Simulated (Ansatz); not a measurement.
The cluster Rb₃H₂⁺, relaxed as a singlet with RKS r2SCAN-D4/def2-TZVP in Ansatz, starting from the GFN1-xTB geometry. Force threshold 0.02 eV/Å.

In the def2 sets Rb takes a core potential; there is no spin–orbit coupling. Another isomer (singlet) lies 0.15 eV lower at PBE0-D4/def2-TZVP; other spin states weren't run for this one.

Start:

```xyz
5

Rb    3.4300   -0.8325    0.1827
Rb   -0.5451    1.9381   -0.9216
Rb   -1.3226   -1.4990    0.7946
H     0.9606   -0.1914   -0.0093
H    -2.5228    0.5849   -0.0464
```

| step | energy (eV) | largest force component (eV/Å) | SCF passes |
| --- | --- | --- | --- |
| 1 | -1996.4297 | 0.300 | 13 |
| 2 | -1996.4856 | 0.111 | 15 |
| 3 | -1996.4961 | 0.025 | 16 |
| 4 | -1996.4965 | 0.012 | 11 |

Force components are those of the run's own axes.

End:

Cartesian coordinates in Å:
```
Rb 3.580 -0.828 0.163
Rb -0.623 2.060 -0.965
Rb -1.511 -1.576 0.854
H 1.044 -0.238 0.013
H -2.489 0.582 -0.065
```

By distances, no bond broke or formed. The bond that changes most is Rb3–H4, from 2.75 to 3.00 Å (atoms count from 1).

No frequencies were taken in this run, so the end may be a saddle point.

It took 6.5 s on 4 threads of Arm Neoverse V2 on a shared host.
